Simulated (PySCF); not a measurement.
Te(Cl)(NH2) (ClH2NTe), SMILES N[Te]Cl.

Coordinates come from a r2SCAN-D4/def2-TZVP optimisation. The def2 effective core potentials stand for the cores of Te; spin–orbit coupling is left out. Other conformers were not sampled.

All values below come from B3LYP/def2-TZVPD (PySCF).

Symmetry labels are those of the subgroup Cs that the program uses (full group Cs).

Computed valence orbital energies around the gap with their symmetry:
```json
[
 {"orbital": "HOMO−7", "symmetry": "A'", "energy (eV)": "-17.06"},
 {"orbital": "HOMO−6", "symmetry": "A\"", "energy (eV)": "-14.18"},
 {"orbital": "HOMO−5", "symmetry": "A'", "energy (eV)": "-11.81"},
 {"orbital": "HOMO−4", "symmetry": "A'", "energy (eV)": "-10.01"},
 {"orbital": "HOMO−3", "symmetry": "A\"", "energy (eV)": "-9.06"},
 {"orbital": "HOMO−2", "symmetry": "A'", "energy (eV)": "-8.81"},
 {"orbital": "HOMO−1", "symmetry": "A'", "energy (eV)": "-8.19"},
 {"orbital": "HOMO", "symmetry": "A\"", "energy (eV)": "-6.18"},
 {"orbital": "LUMO", "symmetry": "A'", "energy (eV)": "-2.32"},
 {"orbital": "LUMO+1", "symmetry": "A'", "energy (eV)": "-1.45"},
 {"orbital": "LUMO+2", "symmetry": "A'", "energy (eV)": "0.01"},
 {"orbital": "LUMO+3", "symmetry": "A\"", "energy (eV)": "0.47"}
]
```
